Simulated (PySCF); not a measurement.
**Ni²⁺: ionisation energy**

Ni²⁺ [Ar] 3d8 (3F) → Ni³⁺ [Ar] 3d7 (4F), as a difference of total energies. Calculation: PySCF 2.14, in aug-cc-pVTZ (8s7p5d3f2g, 93 functions); no relativity, point nucleus. Correlated levels: valence: [Ar] frozen. The calculations carry no spin-orbit coupling.

```
           method  ionisation energy (eV)
              UHF                  32.882
              PBE                  36.074
             PBE0                  35.579
           r2SCAN                  35.725
           revPBE                  35.936
           M06-2X                  35.269
           PBEsol                  36.070
    MP2 (valence)                  35.190
SCS-MP2 (valence)                  35.129
```

Q: Estimate what MN15 gives.

A: 36.311 eV, closest to PBE among the rows shown.

Q: Estimate what LDA gives.

A: 36.551 eV, closest to PBE among the rows shown.

A first-order spin-orbit estimate (lowest level to lowest level, LS coupling) adds -0.013 eV.

These non-relativistic numbers lack the scalar-relativistic shift.

Errors of the correlated levels include the incompleteness of this basis and the frozen core.

For comparison: 35.187 ± 0.019 eV (measured; NIST Atomic Spectra Database, ionization energies).
